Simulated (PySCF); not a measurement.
AsH₃, SMILES [AsH3] (connectivity only; charge and spin as stated), charge +1, multiplicity 2. Geometry optimised at r2SCAN-D4/def2-TZVPD. The multiplicity is an assumed one; other spin states were not compared.

Computed with r2SCAN-D4/def2-TZVPD (PySCF).

Harmonic wavenumbers (cm⁻¹): 661, 924, 924, 2286, 2355, 2355. Rotational constants (GHz): 139.8, 139.8, 80.95; symmetry number 3.

Task: Work out the zero-point energy and the ideal-gas rigid-rotor harmonic-oscillator thermochemistry at 298.15 K and 1 atm.

Result: ZPE = ½ Σ hcν = ½ × 9505 cm⁻¹ = 13.59 kcal/mol. H − E(el) = 16.10 kcal/mol. Entropy in cal/(mol K): translation 38.98, rotation 13.79, vibration 0.61, spin 1.38, total 54.75. G − E(el) = -0.22 kcal/mol. Cp = 9.80 cal/(mol K).
